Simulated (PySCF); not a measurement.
This script is equivalent to a calculation on Ga²⁺ (gallium, charge +2).

```python
from pyscf import gto, scf, dft, mp, cc
import basis_set_exchange as bse
mol = gto.M(atom="Ga 0 0 0", charge=2, spin=1, symmetry="D2h",
            basis=gto.basis.parse(bse.get_basis("6-31G*", elements=["Ga"], fmt="nwchem", header=False)))
mf = dft.UKS(mol, xc="LDA,VWN")
mf.irrep_nelec = {'Ag': (6, 5), 'B1g': (1, 1), 'B2g': (1, 1), 'B3g': (1, 1), 'B1u': (2, 2), 'B2u': (2, 2), 'B3u': (2, 2)}
mf.kernel()
```

(1) What total energy does it give?

(2) Which occupied shell lies highest, and where?

(3) What is ⟨S²⟩, and what would a pure spin state give?

Results:

(1) -1920.511 hartree (calculated).

(2) 4s α, at -26.660 eV.

(3) 0.750, against 0.75.
